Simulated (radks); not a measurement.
Q: Method: Dirac Kohn-Sham, BLYP, spin-unpolarised, spherical densities, finite nucleus; open shells fill j = l - 1/2 first; Fermi nuclear charge, rms radius of each element as measured or else 0.836 A^(1/3) + 0.57 fm; computed with a radial shooting solver on a logarithmic mesh with Libxc functionals. Each species is in its NIST ground configuration. Rank Tm, Dy, Ho, Er, Gd, Ce, Eu, Lu, Pm, Sm, Tb, Pr, La, Nd, Yb by radius at which the density is 0.001 e/bohr^3 (bohr), largest first.

A: La 5.47, Ce 5.42, Pr 5.37, Nd 5.33, Pm 5.30, Sm 5.26, Eu 5.23, Gd 5.23, Tb 5.17, Dy 5.14, Ho 5.11, Er 5.08, Tm 5.06, Lu 5.05, Yb 5.03.
